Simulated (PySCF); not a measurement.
The dipole of `S1[SiH2]SCC1` from its density and from atomic charges.

Coordinates (PBE0-D3(BJ)/def2-SVP, Å) and charges (e) from the PBE0/pcSseg-1 density (PySCF):

```tsv
atom	x	y	z	Mulliken	IAO	Hirshfeld	ESP-fitted
C1	-0.784	0.921	-0.403	-0.3286	-0.3260	-0.0688	-0.3204
C2	-1.201	-0.425	0.152	-0.3268	-0.3255	-0.0687	-0.3173
S3	0.032	-1.061	1.349	-0.2518	-0.1801	-0.0937	-0.2514
Si4	1.754	-0.453	0.213	+0.5670	+0.5939	+0.2837	+0.5311
S5	0.832	0.816	-1.260	-0.2508	-0.1793	-0.0933	-0.2526
H6	-0.733	1.675	0.397	+0.1750	+0.1564	+0.0414	+0.1699
H7	-1.503	1.267	-1.163	+0.1740	+0.1677	+0.0535	+0.2247
H8	-2.144	-0.339	0.715	+0.1740	+0.1675	+0.0534	+0.2237
H9	-1.342	-1.157	-0.657	+0.1750	+0.1566	+0.0412	+0.1671
H10	2.720	0.231	1.121	-0.0534	-0.1159	-0.0745	-0.0881
H11	2.478	-1.555	-0.486	-0.0536	-0.1153	-0.0742	-0.0867
```

Q: Form Σ q r in debye for every column and set it beside the full dipole.

A: The full density gives (-1.27, 0.34, -0.15) D, 1.32 D in size; dipole vectors point from the negative to the positive end.

```json
{"scheme": "Mulliken", "μx": "0.73", "μy": "-0.17", "μz": "0.11", "size (D)": "0.76", "share of the full size (%)": "57", "angle to the full dipole (°)": "177"}
{"scheme": "IAO", "μx": "-0.02", "μy": "0.01", "μz": "0.00", "size (D)": "0.02", "share of the full size (%)": "2", "angle to the full dipole (°)": "–"}
{"scheme": "Hirshfeld", "μx": "-0.55", "μy": "0.14", "μz": "-0.07", "size (D)": "0.57", "share of the full size (%)": "43", "angle to the full dipole (°)": "0"}
{"scheme": "ESP-fitted", "μx": "-1.32", "μy": "0.36", "μz": "-0.13", "size (D)": "1.38", "share of the full size (%)": "104", "angle to the full dipole (°)": "1"}
```

Q: Which set comes closest?

A: Length of the difference vector: ESP-fitted 0.05 D, Hirshfeld 0.76 D, IAO 1.30 D, Mulliken 2.08 D. Closest: ESP-fitted. 

Q: What is left for the Hirshfeld atoms' own dipoles?

A: The shares of the density sum to the whole, so what Σ q r misses lies in dipoles about the nuclei. The atomic dipoles sum to (-1.27, 0.34, -0.15) − (-0.55, 0.14, -0.07) = (-0.72, 0.20, -0.08) D, 0.76 D in size.

Q: With the origin at the mean of the coordinates, (0.010, -0.007, -0.002) Å, which are the largest single terms, by size, of the Mulliken dipole along the direction of the full one?

A: Si4 -4.94, C1 -1.65, C2 -1.63, H7 +1.59, H8 +1.59 D; all 11 atoms together -0.76 D. The single terms depend on the origin, their sum doesn't.

Q: Give the size of the full dipole in other units.

A: 1.32 D = 0.521 au = 0.276 e·Å = 4.42 × 10⁻³⁰ C·m.

The structure is a single PBE0-D3(BJ)/def2-SVP conformer in the gas phase; no vibrational or solvent corrections.
